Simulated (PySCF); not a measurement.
Zn(k2OAc)2 (C4H6O4Zn), SMILES CC1[O][Zn]2([O]C(C)=[O]->2)<-[O]=1. Atoms are numbered in the order given.

```xyz
15

Zn     0.0087     0.0020     0.0019
C      0.0870     2.3683    -3.0555
C      0.0744     1.4402    -1.8746
O     -0.4568     0.2888    -1.9628
O      0.5707     1.8055    -0.7625
H      0.9718     3.0170    -3.0218
H      0.0467     1.7996    -3.9928
H     -0.8073     3.0104    -3.0010
C     -0.1281    -2.3776     3.0468
C     -0.0660    -1.4385     1.8762
O     -1.0120    -0.6190     1.6544
O      0.9211    -1.4706     1.0755
H      0.8832    -2.6152     3.4007
H     -0.7404    -1.9501     3.8507
H     -0.6018    -3.3155     2.7137
```
Charge 0, spin multiplicity 1.

Geometry: B3LYP-D3(BJ)/def2-SVP. The isomer is the one that the SMILES or the coordinates give; other isomers of the formula were not compared. The values are those of a single conformer.

These are B3LYP-D3(BJ)/def2-SVP run with PySCF values and carry that method's errors.

Frequencies are harmonic and unscaled.

A small imaginary wavenumber (i) marks a very flat motion, where grid noise or a shallow saddle decides the sign.

```tsv
mode	ν (cm⁻¹)	IR (km/mol)	moving atoms (share of kinetic energy)
1	11i	0.8	H 99 %
2	10i	0.4	H 92 %
3	48	0.0	C 43 %, Zn 35 %, H 15 %
4	48	0.0	C 42 %, Zn 35 %, H 15 %
5	81	0.0	O 100 %
6	172	15.5	O 48 %, C 22 %, Zn 17 %, H 12 %
7	173	15.7	O 48 %, C 22 %, Zn 17 %, H 12 %
8	218	8.3	O 55 %, C 22 %, H 12 %, Zn 11 %
9	218	8.3	O 55 %, C 22 %, H 12 %, Zn 11 %
10	261	0.0	O 48 %, C 45 %
11	417	87.7	Zn 63 %, C 20 %, O 13 %
12	466	0.4	O 65 %, H 21 %, C 14 %
13	466	0.4	O 65 %, H 21 %, C 14 %
14	620	7.5	C 46 %, H 33 %, O 21 %
15	620	9.0	C 46 %, H 33 %, O 21 %
16	727	0.4	O 54 %, C 35 %, H 11 %
17	729	120.3	O 54 %, C 34 %, H 10 %
18	985	0.3	O 68 %, C 25 %
19	987	12.2	O 68 %, C 25 %
20	1019	6.1	H 66 %, C 24 %, O 10 %
21	1019	6.1	H 66 %, C 24 %, O 10 %
22	1058	12.8	H 49 %, C 48 %
23	1058	9.7	H 49 %, C 48 %
24	1364	1.7	H 77 %, C 20 %
25	1364	0.3	H 77 %, C 20 %
26	1428	41.8	H 93 %
27	1428	41.3	H 94 %
28	1447	42.8	H 91 %
29	1447	9.0	H 92 %
30	1516	506.9	C 70 %, O 24 %
31	1521	0.1	C 70 %, O 24 %
32	1608	304.3	C 67 %, O 28 %
33	1608	304.3	C 67 %, O 28 %
34	3053	1.3	H 97 %
35	3053	0.4	H 97 %
36	3138	3.9	H 91 %, C 9 %
37	3138	2.8	H 91 %, C 9 %
38	3179	2.2	H 90 %, C 10 %
39	3179	2.2	H 90 %, C 10 %
```
